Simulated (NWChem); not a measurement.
# MoHF5; SMILES [F][MoH]([F])([F])([F])[F]

No frequency run checked for a minimum. def2 effective core potentials on Mo; no spin-orbit coupling.

Give the equilibrium geometry at PBE0/def2-SVP with def2 effective core potentials on Mo (NWChem) as a Z-matrix, with the point group.

point group C4v; any orientation.
```
Mo
F 1 1.8106
F 1 1.8106 2 89.29
F 1 1.8106 2 89.29 3 167.27
F 1 1.8106 2 167.19 3 83.63
F 1 1.8803 2 96.41 3 -96.37
H 1 1.7013 2 83.59 3 83.63
```
